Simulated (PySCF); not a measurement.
Compound: C₇H₇O₂ (charge -1).
Numbering: `[CH2:1]=[CH:2]/[CH:3]=[CH:4]/[C:5](=[CH2:6])[C:7](=[O:8])[O-:9]` (hydrogens: H10, H11 on C1; H12 on C2; H13 on C3; H14 on C4; H15, H16 on C6)

Computed geometry: GFN2-xTB, gas phase.

List the bond lengths, angles and torsions at this level.

| bond | length (Å) |
| --- | --- |
| C1=C2 | 1.334 |
| C2–C3 | 1.436 |
| C3=C4 | 1.344 |
| C4–C5 | 1.446 |
| C5=C6 | 1.337 |
| C5–C7 | 1.581 |
| C7=O8 | 1.238 |
| C7–O9 | 1.238 |
| C1–H10 | 1.077 |
| C1–H11 | 1.079 |
| C2–H12 | 1.088 |
| C3–H13 | 1.081 |
| C4–H14 | 1.095 |
| C6–H15 | 1.085 |
| C6–H16 | 1.078 |

A selection of angles:
| angle | degrees |
| --- | --- |
| C2–C1–H10 | 121.2 |
| C2–C1–H11 | 122.3 |
| H10–C1–H11 | 116.5 |
| C1–C2–C3 | 124.5 |
| C1–C2–H12 | 119.2 |
| C3–C2–H12 | 116.3 |
| C2–C3–C4 | 123.0 |
| C2–C3–H13 | 118.9 |
| C4–C3–H13 | 118.2 |
| C3–C4–C5 | 126.6 |
| C3–C4–H14 | 118.4 |
| C5–C4–H14 | 115.0 |
| C4–C5–C6 | 119.2 |
| C4–C5–C7 | 123.7 |
| C6–C5–C7 | 117.2 |
| C5–C6–H15 | 123.2 |
| C5–C6–H16 | 119.6 |
| H15–C6–H16 | 117.2 |
| C5–C7–O8 | 117.3 |
| C5–C7–O9 | 114.4 |
| O8–C7–O9 | 128.3 |

Dihedral angles: C1–C2–C3–C4 180° (antiperiplanar); C2–C3–C4–C5 180° (antiperiplanar); C3–C4–C5–C6 180° (antiperiplanar); C4–C5–C7–O8 0° (synperiplanar).

C5 (fully substituted alkene carbon) is planar (angles 123.7°, 119.2° and 117.2°, sum 360.0°, 0.00 Å off the plane of its three neighbours). C2 (alkene CH carbon) is planar (angles 124.5°, 119.2° and 116.3°, sum 360.0°, 0.00 Å off the plane of its three neighbours). C1 (terminal =CH2 carbon) is planar (angles 122.3°, 121.2° and 116.5°, sum 360.0°, 0.00 Å off the plane of its three neighbours). The C–C distances run from 1.334 Å (C1=C2, drawn double) to 1.581 Å (C5–C7, drawn single), a spread of 0.247 Å. C6 (terminal =CH2 carbon) is planar (angles 123.2°, 119.6° and 117.2°, sum 360.0°, 0.00 Å off the plane of its three neighbours). C4 (alkene CH carbon) is planar (angles 126.6°, 118.4° and 115.0°, sum 360.0°, 0.00 Å off the plane of its three neighbours). C3 (alkene CH carbon) is planar (angles 123.0°, 118.9° and 118.2°, sum 360.0°, 0.00 Å off the plane of its three neighbours).

Point group: Cs (every atom within 0.08 Å of its image). GFN2-xTB frequencies: not computed here.

One conformer stands for the species.
